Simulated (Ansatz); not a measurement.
# CH9GeNOSi2: where a starting geometry ends

The starting geometry of this gas-phase singlet was optimised with GFN2-xTB; its bonds are those of `O=CN([SiH3])[SiH2][GeH3]`.

```xyz
15

C    -1.3803    1.7175    0.1191
Ge    1.8837    1.8569    1.2606
N    -0.7915    0.6037   -0.3102
O    -2.5264    1.9788   -0.1716
Si   -2.0023   -0.2666   -1.2878
Si    0.8460    0.1430    0.0714
H    -0.7662    2.3856    0.7522
H    -2.3158    0.5595   -2.4413
H    -1.2380   -1.4522   -1.6833
H    -3.1052   -0.6286   -0.4136
H     0.7548   -1.0966    0.8478
H     1.4997   -0.1230   -1.2118
H     3.3409    1.5804    1.4858
H     1.8905    3.2193    0.6326
H     1.3695    2.1094    2.6486
```

**Question.** Predict what becomes of its bonds when it is optimised with B3LYP-D3(BJ)/def2-SVP.

**Answer.** It keeps its bonds, and is `O=CN([SiH3])[SiH2][GeH3]`.

The energy falls by 0.35 eV over 13 steps:

```
step  E − E(last) (eV)
   1             0.353
   2             0.053
   4             0.005
   5             0.003
   6             0.001
   8             0.000
   9             0.000
  10             0.000
  12             0.000
  13             0.000
```

Final geometry (Å):

```xyz
15

C    -1.4503    1.8455    0.1444
Ge    1.9665    1.8664    1.3209
N    -0.8609    0.6833   -0.3002
O    -2.6023    2.1376   -0.1022
Si   -1.9832   -0.3338   -1.2730
Si    0.8230    0.2042    0.0322
H    -0.7933    2.5104    0.7531
H    -2.4102    0.3752   -2.5046
H    -1.1513   -1.5155   -1.6375
H    -3.1440   -0.7724   -0.4596
H     0.8249   -1.0930    0.7668
H     1.5313   -0.0006   -1.2632
H     3.4103    1.3806    1.5659
H     2.0174    3.2129    0.5709
H     1.2812    2.0860    2.6848
```

The end wasn't checked by frequencies. Run with Ansatz 0.2.0, 2.6 min on 2 threads of Intel(R) Xeon(R) Processor @ 2.50GHz (Skylake/Cascade Lake), with other jobs on the host.
